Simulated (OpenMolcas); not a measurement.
Fe2+ (d6) on a cation site of an ionic host was computed by CASSCF with the d shell active (OpenMolcas, ANO-RCC-VDZP on the metal). Its lowest spin-free states, and all those of the highest spin:

| 2S+1 | Degeneracy | E (cm-1) |
| --- | --- | --- |
| 5 | 2 | 0.0 |
| 5 | 3 | 3914 |
| 3 | 3 | 20729 |
| 3 | 2 | 22497 |
| 3 | 3 | 24116 |
| 3 | 3 | 24142 |
| 3 | 1 | 26087 |
| 3 | 3 | 26594 |
| 3 | 3 | 27827 |
| 3 | 1 | 27888 |
| 3 | 2 | 29573 |
| 3 | 3 | 29774 |

Is the site octahedral, tetrahedral or cube-like, axial, or of lower symmetry?

The states with 2S+1 = 5 have orbital degeneracies 2, 3. Threefold states need a cubic site. For d6 at this spin an octahedron puts the threefold T2 below the twofold E and a tetrahedron or cube puts the twofold E below the threefold T2, so the site is a tetrahedron or a cube, which this pattern cannot tell apart. The first gap at this spin, 3910 cm-1, is |10Dq| in ligand-field theory. The run had Fe2+ with its 8 nearest fluoride ions at 2.277 Å, on the Ca site of CaF2 (a = 5.46294 Å, distance in the model lattice 2.366 Å). The rest of the host is ab initio model potentials to 7.6 Å and point charges beyond; the distance is set by hand and nothing relaxes. Ligand basis ANO-RCC-VDZP.

An orbital doublet at a regular site is open to a Jahn-Teller distortion, which this geometry leaves out. Without dynamic correlation the repulsion within the d shell is too large (B by tens of per cent), so at a given field states of lower spin stand too high. Ligand-to-metal charge-transfer states are missing. With no ligand orbital active B as a rule stays too high, so bands that hang on it stand too high and its fall with covalency is understated. With metal d orbitals alone and no dynamic correlation 10Dq can be off by a tenth to a fifth, either way, in oxide and fluoride hosts. No measured value stands beside these numbers; the geometry was set by hand and not optimised.
